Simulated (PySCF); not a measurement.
PySCF 2.14 output of an unrestricted PBE calculation on a single atom or ion in def2-QZVPPD with the def2 core potential (46 electrons), with a scalar-relativistic core potential:

```
SCF conv_tol = 1e-09
number electrons alpha = 7  beta = 4
    J. P. Perdew, K. Burke, and M. Ernzerhof.,  Phys. Rev. Lett. 77, 3865 (1996)
    J. P. Perdew, K. Burke, and M. Ernzerhof.,  Phys. Rev. Lett. 78, 1396 (1997)
    J. P. Perdew, K. Burke, and M. Ernzerhof.,  Phys. Rev. Lett. 77, 3865 (1996)
    J. P. Perdew, K. Burke, and M. Ernzerhof.,  Phys. Rev. Lett. 78, 1396 (1997)
cycle= 1 E= -31.4476217658015  delta_E= -0.00369  |g|= 0.0144  |ddm|= 0.376
cycle= 2 E= -31.4476176877757  delta_E= 4.08e-06  |g|= 0.0126  |ddm|= 0.0507
cycle= 3 E= -31.4477656788691  delta_E= -0.000148  |g|= 0.00151  |ddm|= 0.0258
cycle= 4 E= -31.4477684935549  delta_E= -2.81e-06  |g|= 0.000198  |ddm|= 0.00335
cycle= 5 E= -31.447768543187  delta_E= -4.96e-08  |g|= 1.09e-06  |ddm|= 0.000417
cycle= 6 E= -31.447768543188  delta_E= -1.06e-12  |g|= 1.47e-07  |ddm|= 4.84e-06
converged SCF energy = -31.447768543188  <S^2> = 3.7516216  2S+1 = 4.0008107
```

The run itself started from symmetry-adapted Hartree-Fock orbitals and held the occupation by maximum overlap, on a logarithmic radial grid, so the iterations belong to that start.

**Question.** Which element, charge and spin multiplicity is this?

**Answer.** La (lanthanum, neutral), multiplicity 4; the state was [Xe] 5d3, high-spin 4F determinant (an excited configuration).

Energies and moments cover only the electrons outside the core potential. Spin-orbit coupling, absent here, splits the open shell strongly.
